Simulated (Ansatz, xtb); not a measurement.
C2H10OSi4: which of two isomers lies lower

Structure a: `C#C[Si@H](O[SiH3])[SiH2][SiH3]`, a singlet. Structure b: `[SiH3]C#C[SiH2][SiH2]O[SiH3]`, a singlet. Both are isolated molecules in the gas phase, relaxed with B3LYP/def2-SVP, each in the lowest conformer that the search found.

Q: Estimate E(b) − E(a) at the level CCSD(T)/def2-SVP + ΔMP2/def2-TZVPP.

A: Calculated at CCSD(T)/def2-SVP + ΔMP2/def2-TZVPP: E(b) − E(a) = −5.3 kcal/mol, so structure b lies lower.

The same difference at several levels:

```csv
level,geometry,E(b) − E(a) (kcal/mol),departure from the last row (kcal/mol),"job, with rough time for the two"
B3LYP/def2-SVP,B3LYP/def2-SVP,−5.5,−0.2,"optimisation, 5.1 min"
HF/def2-SVP,B3LYP/def2-SVP,−7.7,−2.4,part of the CCSD(T) run
MP2/def2-SVP,B3LYP/def2-SVP,−5.6,−0.3,part of the CCSD(T) run
CCSD(T)/def2-SVP,B3LYP/def2-SVP,−4.5,+0.8,single point
CCSD(T)/def2-SVP + ΔMP2/def2-TZVPP,B3LYP/def2-SVP,−5.3,,"single point, 2.7 min"
```

As drawn, b has 1 C–Si, 1 Si–H in place of 1 Si–Si, 1 C–H.

The levels shown agree on the order. The largest departure from CCSD(T)/def2-SVP + ΔMP2/def2-TZVPP is that of HF/def2-SVP, 2.4 kcal/mol. A small imaginary or near-zero mode remains, so no thermal terms are given. Levels run at GFN2-xTB geometries aren't shown. The last row adds to CCSD(T) the change of the MP2 difference between the two basis sets, here −0.8 kcal/mol.

The correlated steps freeze 23 core orbitals. Programs: Ansatz 0.2.0, xtb 6.7.1; the last row on 2 threads of Intel(R) Xeon(R) Processor @ 2.70GHz on a shared host.
